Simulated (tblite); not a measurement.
Input of a run (GFN2-xTB geometry optimisation, gas phase (tblite 0.8.0)), started from a force field or distance geometry:
```
{"job": {"kind": "relax", "xc": "GFN2-xTB", "basis": "xTB"}, "charge": -1, "multiplicity": 1}
O      1.952000    -2.323000     0.794300
P      1.964200    -0.863800     0.374000
O      3.054000    -0.383300    -0.551100
O      2.282500    -0.076400     1.758400
C      0.349100    -0.233200    -0.016500
C     -0.812300    -0.913100     0.379800
C     -2.073700    -0.413200     0.066100
C     -2.184700     0.774100    -0.649400
C     -1.037600     1.441900    -1.056600
F     -1.169500     2.583400    -1.749300
C      0.217800     0.955700    -0.753000
H      3.161800    -0.412900     2.013400
H     -0.698300    -1.837000     0.954700
H     -2.955600    -0.957000     0.387900
H     -3.168600     1.179800    -0.904600
H      1.111600     1.486900    -1.059600
```

Output (eV, eV/Å):
```
step      E/eV     max force
  0    -957.64984    3.661
  1    -957.84950    1.065
  2    -957.89411    0.589
  3    -957.92026    0.493
  4    -957.92653    0.323
  5    -957.93185    0.189
  6    -957.93520    0.130
  7    -957.93725    0.145
  8    -957.94045    0.183
  9    -957.94304    0.156
 10    -957.94542    0.139
 11    -957.94714    0.129
 12    -957.94818    0.096
 13    -957.94867    0.066
 14    -957.94897    0.045
 15    -957.94923    0.039
 16    -957.94943    0.036
 17    -957.94957    0.026
 18    -957.94968    0.028
 19    -957.94980    0.029
 20    -957.94996    0.032
 21    -957.95010    0.029
 22    -957.95021    0.027
 23    -957.95029    0.025
 24    -957.95035    0.021
 25    -957.95039    0.018
 26    -957.95042    0.014
 27    -957.95046    0.017
 28    -957.95052    0.026
 29    -957.95060    0.031
 30    -957.95068    0.025
 31    -957.95073    0.017
 32    -957.95077    0.019
 33    -957.95081    0.020
 34    -957.95087    0.028
 35    -957.95096    0.030
 36    -957.95105    0.024
 37    -957.95115    0.023
 38    -957.95125    0.029
 39    -957.95133    0.025
 40    -957.95137    0.012
 41    -957.95139    0.011
 42    -957.95142    0.016
 43    -957.95145    0.020
 44    -957.95148    0.016
 45    -957.95150    0.011
 46    -957.95151    0.008
```

**Question.** Summarise the run.

**Answer.** The energy falls by 29.1 kJ/mol over 46 L-BFGS steps, the largest force on an atom goes from 3.66 to 0.008 eV/Å, and the atoms move by 0.069 Å rms after alignment. The bond that changes most is P2–C5 (phosphoryl phosphorus to substituted aromatic carbon), which lengthens by 0.062 Å. Bonds longer at the end by more than 0.005 Å: 3 of 16; shorter: 10. Among the angles that change most is O4–P2–C5, from 101.1° to 94.5°. The energy never rose by more than 1e-5 eV on the way. The first step brought 66 % of the lowering.

**Question.** What are the final bond lengths?

**Answer.** O1=P2 1.488 Å, P2–O3 1.488 Å, P2–O4 1.681 Å, P2–C5 1.839 Å, C5–C6 1.383 Å, C6–C7 1.384 Å, C7–C8 1.386 Å, C8–C9 1.383 Å, C9–F10 1.367 Å, C9–C11 1.379 Å, C5–C11 1.383 Å, O4–H12 0.956 Å, C6–H13 1.079 Å, C7–H14 1.082 Å, C8–H15 1.080 Å, C11–H16 1.078 Å. Numbering counts from 1 in the input's order; the species is `c1([P@](=O)(O)[O-])cccc(c1)F`.

GFN2-xTB frequencies show an imaginary mode (140i cm⁻¹), so the point is no minimum at that level.

Shape of the structure used: `[O:1]=[P@:2]([O-:3])([OH:4])[c:5]1[cH:6][cH:7][cH:8][c:9]([F:10])[cH:11]1`: O1–P2–C5–C6 19°, H–O4–P2–O1 70°.

One conformer stands for the species.

These are computed values.
